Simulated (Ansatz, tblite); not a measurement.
Forces on W(NH)Cl4 (WNCl₄H) at its PBE-D4/def2-SVP geometry. The state is a singlet with charge 0.

In the def2 sets W takes a core potential; there is no spin–orbit coupling. The xTB rows come from tblite. The restricted singlet is unstable towards broken spin symmetry in Hartree–Fock (as tested in another run); at r2SCAN-D4/def2-TZVP this wasn't settled.

GFN1-xTB (tblite), largest force 3.51 eV/Å:

```xyz
7
positions Å, forces eV/Å
W    -0.028   -0.326    0.025   -0.301   -3.484    0.269
N     0.119    1.384   -0.106    0.261    3.007   -0.235
H     0.207    2.400   -0.186   -0.037   -0.418    0.035
Cl   -0.717   -0.982   -2.098    0.284    0.275    0.878
Cl   -2.237   -0.623    0.696    0.912    0.122   -0.279
Cl    0.567   -0.761    2.232   -0.244    0.183   -0.914
Cl    2.089   -1.092   -0.564   -0.874    0.316    0.245
```

GFN2-xTB (tblite), largest force 2.36 eV/Å:

```
W -0.186 -2.147 0.166
N 0.204 2.348 -0.183
H 0.003 0.049 -0.002
Cl 0.159 -0.029 0.562
Cl 0.543 -0.127 -0.157
Cl -0.169 -0.087 -0.553
Cl -0.555 -0.007 0.167
```

r2SCAN-D4/def2-TZVP (Ansatz), largest force 0.56 eV/Å:

```
W 0.039 0.466 -0.034
N -0.010 -0.131 0.007
H -0.049 -0.556 0.045
Cl 0.106 0.077 0.341
Cl 0.350 0.014 -0.107
Cl -0.095 0.041 -0.351
Cl -0.340 0.089 0.099
```
